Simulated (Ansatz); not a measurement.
`[BH2][GeH]([CH3])[NH2]` + H–F → `[CH3][GeH]([NH2])[F]` + BH₃  (cleavage of the Ge–B bond)

Computed with Ansatz on PBE0-D4/def2-TZVP structures; ΔE is electronic, products minus reactants. CBS: MP2 limit from def2 TZ/QZ plus the TZ coupled-cluster correction, frozen cores. This one scheme is used for every species. DFT in def2-TZVPP. B3LYP here is the variant with VWN-RPA as its local correlation; programs differ in this. HSE06 is defined as in plane-wave codes. For Ge outer-core shells are correlated without core-valence functions, which leaves a few kJ/mol of doubt a bond. Scalar relativity is left out up to krypton. Each species was taken in one conformer, which may not be the lowest.

```json
{"level": "LDA (SPW92)", "ΔE (kcal/mol)": "-20.6", "difference from CCSD(T)/CBS": "2.3"}
{"level": "PBE-D4", "ΔE (kcal/mol)": "-21.5", "difference from CCSD(T)/CBS": "1.4"}
{"level": "revPBE-D4", "ΔE (kcal/mol)": "-21.4", "difference from CCSD(T)/CBS": "1.5"}
{"level": "BLYP-D4", "ΔE (kcal/mol)": "-25.0", "difference from CCSD(T)/CBS": "-2.1"}
{"level": "r2SCAN-D4", "ΔE (kcal/mol)": "-25.1", "difference from CCSD(T)/CBS": "-2.2"}
{"level": "B97M-V", "ΔE (kcal/mol)": "-26.2", "difference from CCSD(T)/CBS": "-3.3"}
{"level": "PBE0-D4", "ΔE (kcal/mol)": "-22.1", "difference from CCSD(T)/CBS": "0.8"}
{"level": "r2SCANh-D4", "ΔE (kcal/mol)": "-24.9", "difference from CCSD(T)/CBS": "-2.0"}
{"level": "r2SCAN0-D4", "ΔE (kcal/mol)": "-24.7", "difference from CCSD(T)/CBS": "-1.8"}
{"level": "HSE06-D4", "ΔE (kcal/mol)": "-22.1", "difference from CCSD(T)/CBS": "0.8"}
{"level": "BHLYP-D4", "ΔE (kcal/mol)": "-27.0", "difference from CCSD(T)/CBS": "-4.1"}
{"level": "CAM-B3LYP-D4", "ΔE (kcal/mol)": "-27.1", "difference from CCSD(T)/CBS": "-4.2"}
{"level": "PBE-QIDH", "ΔE (kcal/mol)": "-23.9", "difference from CCSD(T)/CBS": "-1.0"}
{"level": "PBE", "ΔE (kcal/mol)": "-22.3", "difference from CCSD(T)/CBS": "0.6"}
{"level": "revPBE", "ΔE (kcal/mol)": "-22.6", "difference from CCSD(T)/CBS": "0.3"}
{"level": "BLYP", "ΔE (kcal/mol)": "-26.5", "difference from CCSD(T)/CBS": "-3.6"}
{"level": "r2SCAN", "ΔE (kcal/mol)": "-25.3", "difference from CCSD(T)/CBS": "-2.4"}
{"level": "PBE0", "ΔE (kcal/mol)": "-22.8", "difference from CCSD(T)/CBS": "0.1"}
{"level": "B3LYP", "ΔE (kcal/mol)": "-26.6", "difference from CCSD(T)/CBS": "-3.7"}
{"level": "r2SCANh", "ΔE (kcal/mol)": "-25.2", "difference from CCSD(T)/CBS": "-2.3"}
{"level": "r2SCAN0", "ΔE (kcal/mol)": "-25.0", "difference from CCSD(T)/CBS": "-2.1"}
{"level": "HSE06", "ΔE (kcal/mol)": "-22.7", "difference from CCSD(T)/CBS": "0.2"}
{"level": "BHLYP", "ΔE (kcal/mol)": "-28.2", "difference from CCSD(T)/CBS": "-5.3"}
{"level": "CAM-B3LYP", "ΔE (kcal/mol)": "-27.8", "difference from CCSD(T)/CBS": "-4.9"}
{"level": "RPA@PBE/def2-TZVPP", "ΔE (kcal/mol)": "-24.0", "difference from CCSD(T)/CBS": "-1.1"}
{"level": "HF/def2-SVP", "ΔE (kcal/mol)": "-31.9", "difference from CCSD(T)/CBS": "-9.0"}
{"level": "MP2/def2-SVP", "ΔE (kcal/mol)": "-28.8", "difference from CCSD(T)/CBS": "-5.9"}
{"level": "CCSD/def2-SVP", "ΔE (kcal/mol)": "-28.1", "difference from CCSD(T)/CBS": "-5.2"}
{"level": "CCSD(T)/def2-SVP", "ΔE (kcal/mol)": "-27.6", "difference from CCSD(T)/CBS": "-4.7"}
{"level": "HF/def2-TZVPP", "ΔE (kcal/mol)": "-31.4", "difference from CCSD(T)/CBS": "-8.5"}
{"level": "MP2/def2-TZVPP", "ΔE (kcal/mol)": "-24.4", "difference from CCSD(T)/CBS": "-1.5"}
{"level": "SCS-MP2/def2-TZVPP", "ΔE (kcal/mol)": "-26.2", "difference from CCSD(T)/CBS": "-3.3"}
{"level": "CCSD/def2-TZVPP", "ΔE (kcal/mol)": "-24.3", "difference from CCSD(T)/CBS": "-1.4"}
{"level": "CCSD(T)/def2-TZVPP", "ΔE (kcal/mol)": "-23.7", "difference from CCSD(T)/CBS": "-0.8"}
{"level": "HF/def2-QZVPP", "ΔE (kcal/mol)": "-32.0", "difference from CCSD(T)/CBS": "-9.1"}
{"level": "MP2/def2-QZVPP", "ΔE (kcal/mol)": "-24.1", "difference from CCSD(T)/CBS": "-1.2"}
{"level": "SCS-MP2/def2-QZVPP", "ΔE (kcal/mol)": "-26.0", "difference from CCSD(T)/CBS": "-3.1"}
{"level": "HF/CBS(def2)", "ΔE (kcal/mol)": "-32.0", "difference from CCSD(T)/CBS": "-9.1"}
{"level": "MP2/CBS(def2)", "ΔE (kcal/mol)": "-23.6", "difference from CCSD(T)/CBS": "-0.7"}
{"level": "CCSD/CBS(def2)", "ΔE (kcal/mol)": "-23.6", "difference from CCSD(T)/CBS": "-0.7"}
{"level": "CCSD(T)/CBS", "ΔE (kcal/mol)": "-22.9", "difference from CCSD(T)/CBS": "0"}
```

Largest T1 diagnostic among the species: 0.011.

The D4 term adds +1.2 kcal/mol with B3LYP and +0.7 kcal/mol with PBE0; it sums over pairs of atoms, weighted by their polarisabilities, and B3LYP, whose exchange is more repulsive, gets the larger term. In def2-TZVPP, CCSD(T) changes the Hartree–Fock value by +7.7 kcal/mol (the triples alone add +0.6 kcal/mol) and MP2 by +7.0 kcal/mol.
